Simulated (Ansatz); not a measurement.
C$_{3}$H$_{12}$O$_{3}$Si$_{2}$ (`CO[Si](C)(OC)O[SiH3]`). Charge 0, multiplicity 1. The geometry is a stationary point of PBE0-D4/def2-TZVP. It is one conformer, not always the lowest.

```xyz
20

C    -1.344   -1.470    1.433
O    -0.387   -0.445    1.576
Si    0.150    0.469    0.334
C     1.249    1.759    1.059
O     0.896   -0.464   -0.791
C     1.999   -1.296   -0.522
O    -1.100    1.131   -0.473
Si   -1.821    1.029   -1.940
H    -1.059   -2.184    0.652
H    -2.327   -1.059    1.184
H    -1.420   -2.004    2.382
H     0.691    2.389    1.754
H     2.077    1.305    1.609
H     1.665    2.396    0.275
H     2.168   -1.937   -1.389
H     2.907   -0.709   -0.346
H     1.823   -1.932    0.353
H    -2.285   -0.359   -2.201
H    -0.889    1.442   -3.020
H    -2.993    1.939   -1.928
```

Problem. What is the dipole moment at B3LYP/def2-TZVPP? (An estimate is asked.)

Solution. Computed: 1.36 D, with components (0.87, -1.01, 0.28) D in this frame, pointing from negative to positive charge.

Problem. And with PBE, r2SCAN, ωB97M-V? (Estimate.)

Solution. The calculation gave: PBE 1.31 D, r2SCAN 1.34 D, ωB97M-V 1.37 D.

Problem. Give the Mulliken charges with B3LYP, r2SCAN, ωB97M-V in def2-TZVPP. (Estimate.)

Solution. The calculation gave: 
| atom | B3LYP | r2SCAN | ωB97M-V |
| --- | --- | --- | --- |
| C1 | -0.14 | -0.01 | -0.19 |
| O2 | -0.38 | -0.38 | -0.36 |
| Si3 | 0.75 | 0.73 | 0.70 |
| C4 | -0.41 | -0.32 | -0.46 |
| O5 | -0.37 | -0.37 | -0.35 |
| C6 | -0.14 | -0.01 | -0.19 |
| O7 | -0.40 | -0.42 | -0.40 |
| Si8 | 0.40 | 0.43 | 0.30 |
| H9 | 0.10 | 0.06 | 0.11 |
| H10 | 0.10 | 0.06 | 0.12 |
| H11 | 0.11 | 0.07 | 0.13 |
| H12 | 0.11 | 0.08 | 0.13 |
| H13 | 0.09 | 0.07 | 0.11 |
| H14 | 0.10 | 0.07 | 0.12 |
| H15 | 0.11 | 0.06 | 0.13 |
| H16 | 0.10 | 0.05 | 0.11 |
| H17 | 0.10 | 0.06 | 0.11 |
| H18 | -0.08 | -0.08 | -0.04 |
| H19 | -0.07 | -0.08 | -0.04 |
| H20 | -0.08 | -0.08 | -0.03 |

B3LYP here is the variant with VWN-RPA as its local correlation; programs differ in this.
